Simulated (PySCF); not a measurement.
PySCF input (MN15/def2-TZVPD):

```python
from pyscf import gto, scf, dft

mol = gto.M(
    atom='''
    I    -0.00000000   -0.00000000   -1.66521062
    I     0.00000000    0.00000000    1.66521062
    ''',
    basis='def2-tzvpd',
    ecp='def2-tzvp',
    charge=-1,
    spin=1,
    symmetry='D2h',
    verbose=4,
)

mf = dft.UKS(mol, xc='mn15').density_fit(auxbasis='def2-universal-jkfit')
mf.grids.level = 4
mf.conv_tol = 1e-9
mf.max_cycle = 100
mf.max_memory = 1500
mf.kernel()
if not mf.converged:
    mf = mf.newton()
    mf.kernel(mf.make_rdm1())
mf.analyze()
```

Output:

```
PySCF version 2.14.0

[INPUT] verbose = 4
[INPUT] num. atoms = 2
[INPUT] num. electrons = 51
[INPUT] charge = -1
[INPUT] spin (= nelec alpha-beta = 2S) = 1
[INPUT] symmetry D2h subgroup None
[INPUT] Mole.unit = angstrom
[INPUT] Symbol           X                Y                Z      unit          X                Y                Z       unit  Magmom
[INPUT]  1 I      0.000000000000   0.000000000000  -1.665210620000 AA    0.000000000000   0.000000000000  -3.146792011517 Bohr   0.0
[INPUT]  2 I      0.000000000000   0.000000000000   1.665210620000 AA    0.000000000000   0.000000000000   3.146792011517 Bohr   0.0

nuclear repulsion = 99.3074848468718
point group symmetry = Dooh, use subgroup D2h
symmetry origin: [0. 0. 0.]
symmetry axis x: [1. 0. 0.]
symmetry axis y: [0. 1. 0.]
symmetry axis z: [0. 0. 1.]
num. orbitals of irrep Ag = 25
num. orbitals of irrep B1g = 6
num. orbitals of irrep B2g = 14
num. orbitals of irrep B3g = 14
num. orbitals of irrep Au = 6
num. orbitals of irrep B1u = 25
num. orbitals of irrep B2u = 14
num. orbitals of irrep B3u = 14
number of shells = 38
number of NR pGTOs = 208
number of NR cGTOs = 118
basis = def2-tzvpd
ecp = def2-tzvp

******** <class 'pyscf.df.df_jk.DFSymAdaptedUKS'> ********
method = DFSymAdaptedUKS
initial guess = minao
damping factor = 0
level_shift factor = 0
DIIS = <class 'pyscf.scf.diis.CDIIS'>
diis_start_cycle = 1
diis_space = 8
diis_damp = 0
SCF conv_tol = 1e-09
SCF conv_tol_grad = None
SCF max_cycles = 100
direct_scf = False
number electrons alpha = 26  beta = 25
XC library pyscf.dft.libxc version 7.1.2
    S. Lehtola, C. Steigemann, M. J. T. Oliveira, and M. A. L. Marques,  SoftwareX 7, 1–5 (2018)
XC functionals = mn15
    H. S. Yu, X. He, S. L. Li, and D. G. Truhlar,  Chem. Sci. 7, 5032–5051 (2016)
    H. S. Yu, X. He, S. L. Li, and D. G. Truhlar,  Chem. Sci. 7, 5032–5051 (2016)
radial grids:
    Treutler-Ahlrichs [JCP 102, 346 (1995); DOI:10.1063/1.469408] (M4) radial grids

becke partition: Becke, JCP 88, 2547 (1988); DOI:10.1063/1.454033
pruning grids: <function nwchem_prune>
grids dens level: 4
symmetrized grids: D2h
atomic radii adjust function: <function treutler_atomic_radii_adjust>
[...]
beta  HOMO (B2g) = -0.102894356460509  LUMO (B1u) = 0.0347266761239027
  HOMO = -0.0911471727029  LUMO = 0.0347266761239  gap/eV = 3.42520
Extra cycle  E= -594.095690666511  delta_E= -3.75e-12  |g|= 1.04e-06  |ddm|= 7.88e-06
converged SCF energy = -594.095690666511  <S^2> = 0.75510171  2S+1 = 2.0050952
**** SCF Summaries ****
Total Energy =                        -594.095690666511246
Nuclear Repulsion Energy =              99.307484846871802
One-electron Energy =                -1242.928949412281327
Two-electron Energy =                  549.525773898898251
Two-electron Coulomb Energy =          592.537571698351940
DFT Exchange-Correlation Energy =      -43.011797799453731
HOMO-LUMO gap [eV] =                     3.425201890250057
Wave-function symmetry = B1u
alpha occupancy for each irrep:     Ag  B1g  B2g  B3g   Au  B1u  B2u  B3u
                                     6    1    3    3    1    6    3    3
beta  occupancy for each irrep:     Ag  B1g  B2g  B3g   Au  B1u  B2u  B3u
                                     6    1    3    3    1    5    3    3
**** MO energy ****
alpha MO #1 (B1u #1), energy= -6.37640306663821 occ= 1
alpha MO #2 (Ag #1), energy= -6.37639266327531 occ= 1
alpha MO #3 (B1u #2), energy= -4.51772975455626 occ= 1
alpha MO #4 (Ag #2), energy= -4.51766529353766 occ= 1
alpha MO #5 (B3g #1), energy= -4.50839784541983 occ= 1
alpha MO #6 (B2g #1), energy= -4.5083978410525 occ= 1
alpha MO #7 (B2u #1), energy= -4.50838591838889 occ= 1
alpha MO #8 (B3u #1), energy= -4.50838591401803 occ= 1
alpha MO #9 (Ag #3), energy= -1.7408802906169 occ= 1
alpha MO #10 (B1u #3), energy= -1.74055114937844 occ= 1
alpha MO #11 (B2u #2), energy= -1.73814067239246 occ= 1
alpha MO #12 (B3u #2), energy= -1.73814067005833 occ= 1
alpha MO #13 (B3g #2), energy= -1.73807044328879 occ= 1
alpha MO #14 (B2g #2), energy= -1.73807044096248 occ= 1
alpha MO #15 (Ag #4), energy= -1.73008897689592 occ= 1
alpha MO #16 (B1u #4), energy= -1.73008832968309 occ= 1
alpha MO #17 (B1g #1), energy= -1.73008768229671 occ= 1
alpha MO #18 (Au #1), energy= -1.73008703484983 occ= 1
alpha MO #19 (Ag #5), energy= -0.558152131057764 occ= 1
alpha MO #20 (B1u #5), energy= -0.536641231660744 occ= 1
alpha MO #21 (Ag #6), energy= -0.179722291019775 occ= 1
alpha MO #22 (B3u #3), energy= -0.13506693262012 occ= 1
alpha MO #23 (B2u #3), energy= -0.135066901809931 occ= 1
alpha MO #24 (B2g #3), energy= -0.110266588905883 occ= 1
alpha MO #25 (B3g #3), energy= -0.110266570100255 occ= 1
alpha MO #26 (B1u #6), energy= -0.0911471727029296 occ= 1
alpha MO #27 (B1u #7), energy= 0.14558342869329 occ= 0
alpha MO #28 (Ag #7), energy= 0.163665383368422 occ= 0
alpha MO #29 (B2u #4), energy= 0.173071745171161 occ= 0
alpha MO #30 (B3u #4), energy= 0.173071762663283 occ= 0
alpha MO #31 (B3g #4), energy= 0.179424289211694 occ= 0
alpha MO #32 (B2g #4), energy= 0.179424311174763 occ= 0
alpha MO #33 (Ag #8), energy= 0.18639516646247 occ= 0
alpha MO #34 (B1g #2), energy= 0.249810502583836 occ= 0
alpha MO #35 (Ag #9), energy= 0.249810642673475 occ= 0
alpha MO #36 (B2u #5), energy= 0.256753786256829 occ= 0
alpha MO #37 (B3u #5), energy= 0.256753791566106 occ= 0
alpha MO #38 (B1u #8), energy= 0.263126384258141 occ= 0
alpha MO #39 (B1u #9), energy= 0.289810886945843 occ= 0
alpha MO #40 (Au #2), energy= 0.29375330758072 occ= 0
alpha MO #41 (B1u #10), energy= 0.293753373980974 occ= 0
alpha MO #42 (Ag #10), energy= 0.301901326941246 occ= 0
alpha MO #43 (B3g #5), energy= 0.328574514834006 occ= 0
alpha MO #44 (B2g #5), energy= 0.328574530392858 occ= 0
alpha MO #45 (B3u #6), energy= 0.411403716525681 occ= 0
alpha MO #46 (B2u #6), energy= 0.41140372888698 occ= 0
alpha MO #47 (Ag #11), energy= 0.459207524699707 occ= 0
alpha MO #48 (B2g #6), energy= 0.465528720757469 occ= 0
alpha MO #49 (B3g #6), energy= 0.465528729466343 occ= 0
alpha MO #50 (Ag #12), energy= 0.518562367455436 occ= 0
alpha MO #51 (B3u #7), energy= 0.537675394907411 occ= 0
alpha MO #52 (B2u #7), energy= 0.537675398535102 occ= 0
alpha MO #53 (B1g #3), energy= 0.562118604227038 occ= 0
alpha MO #54 (Ag #13), energy= 0.562120137360985 occ= 0
alpha MO #55 (B1u #11), energy= 0.572114066587461 occ= 0
alpha MO #56 (Au #3), energy= 0.580877190345414 occ= 0
alpha MO #57 (B1u #12), energy= 0.580878806103415 occ= 0
alpha MO #58 (B2g #7), energy= 0.607665502862238 occ= 0
alpha MO #59 (B3g #7), energy= 0.607665502681414 occ= 0
alpha MO #60 (B1u #13), energy= 0.656594591648829 occ= 0
alpha MO #61 (Ag #14), energy= 0.71277445271904 occ= 0
alpha MO #62 (B1u #14), energy= 0.836781344041055 occ= 0
alpha MO #63 (B3u #8), energy= 1.0162677110412 occ= 0
alpha MO #64 (B2u #8), energy= 1.01626771579502 occ= 0
alpha MO #65 (Ag #15), energy= 1.02209958655402 occ= 0
alpha MO #66 (B1g #4), energy= 1.04290181490385 occ= 0
alpha MO #67 (Ag #16), energy= 1.04290693834145 occ= 0
alpha MO #68 (Au #4), energy= 1.05517911849456 occ= 0
alpha MO #69 (B1u #15), energy= 1.05518431907582 occ= 0
alpha MO #70 (B2u #9), energy= 1.06172259083947 occ= 0
alpha MO #71 (B3u #9), energy= 1.06172259083367 occ= 0
alpha MO #72 (B2g #8), energy= 1.06254099097786 occ= 0
alpha MO #73 (B3g #8), energy= 1.06254099098391 occ= 0
alpha MO #74 (B2g #9), energy= 1.08156628277983 occ= 0
alpha MO #75 (B3g #9), energy= 1.08156629519987 occ= 0
alpha MO #76 (B1u #16), energy= 1.15468476788954 occ= 0
alpha MO #77 (Ag #17), energy= 1.34451022498374 occ= 0
alpha MO #78 (B3u #10), energy= 1.38163416156033 occ= 0
alpha MO #79 (B2u #10), energy= 1.3816341810661 occ= 0
alpha MO #80 (B2g #10), energy= 1.41744584271269 occ= 0
alpha MO #81 (B3g #10), energy= 1.41744584991317 occ= 0
alpha MO #82 (B1u #17), energy= 1.56621075238539 occ= 0
alpha MO #83 (B3u #11), energy= 1.62096417974688 occ= 0
alpha MO #84 (B2u #11), energy= 1.62096419024547 occ= 0
alpha MO #85 (B1g #5), energy= 1.64457568159306 occ= 0
alpha MO #86 (Ag #18), energy= 1.64457651492816 occ= 0
alpha MO #87 (Au #5), energy= 1.67282677167851 occ= 0
alpha MO #88 (B1u #18), energy= 1.6728273940897 occ= 0
alpha MO #89 (Ag #19), energy= 1.71478953987118 occ= 0
alpha MO #90 (B2g #11), energy= 1.72133775194232 occ= 0
alpha MO #91 (B3g #11), energy= 1.72133776811726 occ= 0
alpha MO #92 (B1u #19), energy= 1.80365317761914 occ= 0
alpha MO #93 (B2u #12), energy= 3.15906841548013 occ= 0
alpha MO #94 (B3u #12), energy= 3.15906841532699 occ= 0
alpha MO #95 (Ag #20), energy= 3.16702043343125 occ= 0
alpha MO #96 (Ag #21), energy= 3.17119809424812 occ= 0
alpha MO #97 (B1g #6), energy= 3.17120134688646 occ= 0
alpha MO #98 (B1u #20), energy= 3.17759834407088 occ= 0
alpha MO #99 (Au #6), energy= 3.17760154787231 occ= 0
alpha MO #100 (B2u #13), energy= 3.18147758193683 occ= 0
alpha MO #101 (B3u #13), energy= 3.18147758193661 occ= 0
alpha MO #102 (B2g #12), energy= 3.18188462940685 occ= 0
[...]
```
